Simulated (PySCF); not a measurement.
Vertical excitations of a molecule CH6FNOSi from TDA-PBE/def2-SVPD in PySCF, as energy in eV (oscillator strength): 5.93 (0.020), 6.80 (0.018), 6.97 (0.069), 7.24 (0.010), 7.67 (0.030), 7.80 (0.007), 7.86 (0.005), 8.21 (0.019), 8.26 (0.050), 8.32 (0.024). Lowest triplet (TDA): 5.75 eV. Geometry optimised at ωB97X-D3(BJ)/def2-SVP. Other conformers were not sampled.

**Question.** Which molecule gave these data?
A) CN[Si@H](O)F
B) C[Si](N)(O)F
C) CO[Si@H](N)F
D) N[Si@@H](O)CF

**Answer.** B, C[Si](N)(O)F
